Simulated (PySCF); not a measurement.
Theory: delta-SCF UKS SCAN, pcX-2 on the ionised atom, pcseg-1 elsewhere, spin-free X2C (PySCF 2.14.0). Geometries: PBE0-D3(BJ)/def2-SVP; isolated species, one conformer each. Values against the vacuum level.

Question: Order these sites by rising C 1s binding energy.
A. C1 in `[CH3:1][CH2:2][S:3]([CH3:4])(=[O:5])=[O:6]`
B. C1 in `[CH2:1]=[C:2]1[CH:3]=[C:4]1[F:5]`
C. C3 in `[H]/[N:1]=[CH:2]\[CH:3]=[O:4]`
D. C2 in `[CH3:1][CH:2]([CH3:3])[SiH2:4][GeH3:5]`
E. C2 in `[F:1][c:2]1[cH:3][cH:4][nH:5][n:6]1`

Answer: B (289.65 eV), D (290.19 eV), A (291.22 eV), E (293.50 eV), C (294.35 eV).

The highest is bonded to O (double bond), C and H, the lowest to C (double bond) and 2 H; the range is 4.70 eV.

1 of these hole states is spin-contaminated (⟨S²⟩ 0.93, against 0.75; counted from 0.85) and less certain.
